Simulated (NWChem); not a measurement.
BeF, doublet; SMILES [Be][F]

```xyz
2

Be     0.0000     0.0000    -0.9672
F      0.0000     0.0000     0.4299
```
Atoms are numbered in this order, from 1.

Program: NWChem. Pople sets run with spherical d functions. Spin-unrestricted. Structure relaxed at the PBE0/def2-SVP, spin-unrestricted level. This spin state was assumed; another may lie lower. No stability test was run on the SCF state. Vertical excitations in the gas phase; the lowest state need not have the same character in each row. Excited states of an open shell can be spin-contaminated.

For level CAM-B3LYP/6-31+G*, TDA:

```yaml
lowest empty minus highest occupied level, either spin (eV): 5.88
```

Task: Estimate the same quantities for level PBE0/6-31+G*, TDA.

Result: 
| Property | Value |
|---|---|
| lowest empty minus highest occupied level, either spin (eV) | 4.37 |
